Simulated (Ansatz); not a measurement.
Single points on C₁₈H₂₂, a cluster.

```yaml
crystal:
  periodic: [false, false, false]
  atoms:
    - {symbol: C, position_ang: [6.611759, 0.650757, 0.944792]}
    - {symbol: C, position_ang: [6.213177, 0.254191, -0.485281]}
    - {symbol: C, position_ang: [4.716692, 0.117337, -0.656715]}
    - {symbol: C, position_ang: [3.921711, 1.222528, -1.020055]}
    - {symbol: C, position_ang: [2.529524, 1.107724, -1.132024]}
    - {symbol: C, position_ang: [1.878310, -0.117152, -0.885409]}
    - {symbol: C, position_ang: [0.374254, -0.228377, -0.956952]}
    - {symbol: C, position_ang: [-0.314381, 0.085916, 0.394125]}
    - {symbol: C, position_ang: [-1.818214, -0.026525, 0.319106]}
    - {symbol: C, position_ang: [-2.467995, -1.254050, 0.556133]}
    - {symbol: C, position_ang: [-3.858429, -1.373308, 0.428285]}
    - {symbol: C, position_ang: [-4.652572, -0.270955, 0.054684]}
    - {symbol: C, position_ang: [-6.158474, -0.385471, -0.027367]}
    - {symbol: C, position_ang: [-6.851010, -0.077006, 1.309193]}
    - {symbol: C, position_ang: [-4.002437, 0.956566, -0.181799]}
    - {symbol: C, position_ang: [-2.612004, 1.076121, -0.054051]}
    - {symbol: C, position_ang: [2.672709, -1.222025, -0.520226]}
    - {symbol: C, position_ang: [4.064887, -1.106958, -0.408355]}
    - {symbol: H, position_ang: [6.157356, 1.621552, 1.230065]}
    - {symbol: H, position_ang: [7.712268, 0.744814, 1.047016]}
    - {symbol: H, position_ang: [6.263204, -0.104037, 1.679034]}
    - {symbol: H, position_ang: [6.599041, 1.012093, -1.199897]}
    - {symbol: H, position_ang: [6.704882, -0.705249, -0.753072]}
    - {symbol: H, position_ang: [4.406535, 2.190340, -1.228328]}
    - {symbol: H, position_ang: [1.932517, 1.985803, -1.428059]}
    - {symbol: H, position_ang: [0.081437, -1.251213, -1.275059]}
    - {symbol: H, position_ang: [-0.023979, 0.464560, -1.727916]}
    - {symbol: H, position_ang: [0.082920, -0.607147, 1.165478]}
    - {symbol: H, position_ang: [-0.022754, 1.109022, 0.712489]}
    - {symbol: H, position_ang: [-1.870364, -2.133034, 0.848264]}
    - {symbol: H, position_ang: [-4.341376, -2.345272, 0.621031]}
    - {symbol: H, position_ang: [-6.539100, 0.306516, -0.808655]}
    - {symbol: H, position_ang: [-6.433146, -1.409974, -0.357627]}
    - {symbol: H, position_ang: [-6.617155, 0.952100, 1.650606]}
    - {symbol: H, position_ang: [-6.510812, -0.772257, 2.103673]}
    - {symbol: H, position_ang: [-7.953265, -0.167272, 1.224305]}
    - {symbol: H, position_ang: [-4.599791, 1.835776, -0.473795]}
    - {symbol: H, position_ang: [-2.128745, 2.047974, -0.246601]}
    - {symbol: H, position_ang: [2.189423, -2.194378, -0.330387]}
    - {symbol: H, position_ang: [4.663386, -1.990013, -0.130680]}
basis:
  gaussian: {orbitals: def2-TZVP, fitting: {mean_field: def2-universal-jkfit}, initial_orbitals: start.molden}
hamiltonian: {xc: pbe0, dispersion: d4}
scf: {omitted_lower_state_checks: [starts]}
output: {orbitals: {seedname: orbitals}}
```

The file start.molden holds the orbitals of an earlier run on this structure, at another level or in another basis.

```sh
$ ansatz run in.yaml --threads 2 --pin off --events-out ev --progress --plain --max-ram 20480MiB --backend cuda --devices 0, --max-vram 18GiB
```

It prints (some lines left out):

```
Functional definition: PBE0
1746 factors; integrals over basis functions are off by at most 3.6e-1 eV
mean field evaluation 1: about -18432.0628 eV, gradient 3.5e2 eV
mean field evaluation 2: about -18554.8798 eV, gradient 2.2e2 eV
mean field evaluation 4: about -18847.6262 eV, gradient 1.1e2 eV
mean field evaluation 8: about -19008.9729 eV, gradient 3.8e0 eV
mean field -19009.10241152 eV, -698.5716287909 hartree, gradient 2.4e-5 eV, S^2 0.000000; 0 other end points of the search recorded, 0 dependent functions left out
reference -19009.10247684 eV, -698.5716311914 hartree; 65, 65 occupied and 625, 625 virtual orbitals, 1746 factors
Total energy: -19010.15549924 eV, -698.6103290507 hartree
Checks for a lower state left out: starts
```

Hardware: 2 threads of AMD EPYC 7R13 on a shared host and a share (18 GiB) of an NVIDIA H100 80GB HBM3. Wall time 3.7 s, peak host memory 1 GiB.

First input, but with `gaussian: {orbitals: def2-SVP, initial_orbitals: start.molden}`, `hamiltonian: {xc: pbe, dispersion: d4}` (abridged; 2.5 s):

```
Functional definition: PBE
mean field -18986.71350279 eV, -697.7488515709 hartree, gradient 1.0e-5 eV, S^2 0.000000
Total energy: -18987.94242050 eV, -697.7940134639 hartree
Checks for a lower state left out: starts
```

The first input with `hamiltonian: {xc: {name: wB97X-V}}` (abridged; 8.1 s):

```
Functional definition: wB97X-V
mean field -19027.16926234 eV, -699.2355733126 hartree, gradient 1.6e-5 eV, S^2 0.000000
Total energy: -19027.16925819 eV, -699.2355731601 hartree
Checks for a lower state left out: starts
```

Geometry: PBE-D4/def2-SVP.

Single mean-field runs in def2-TZVP are fitted with def2-universal-jkfit.
